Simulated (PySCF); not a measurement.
## V: ionisation energy

V [Ar] 3d3 4s2 (4F) → V⁺ [Ar] 3d4 (5D), as a difference of total energies. Calculation: PySCF 2.14, in cc-pVDZ (6s5p3d1f, 43 functions); the non-relativistic Hamiltonian (point nucleus). Correlated levels: valence: [Ar] frozen. The calculations carry no spin-orbit coupling.

```
           method  ionisation energy (eV)  difference from reference (eV)
              UHF                   5.901                          -0.831
              PBE                   6.092                          -0.640
             BP86                   6.324                          -0.408
    MP2 (valence)                   6.210                          -0.522
SCS-MP2 (valence)                   6.677                          -0.055
```

Reference: 6.732 eV (measured; NIST levels, between the centres of gravity of the two terms).

These non-relativistic numbers lack the scalar-relativistic shift.

Errors of the correlated levels include the incompleteness of this basis and the frozen core.
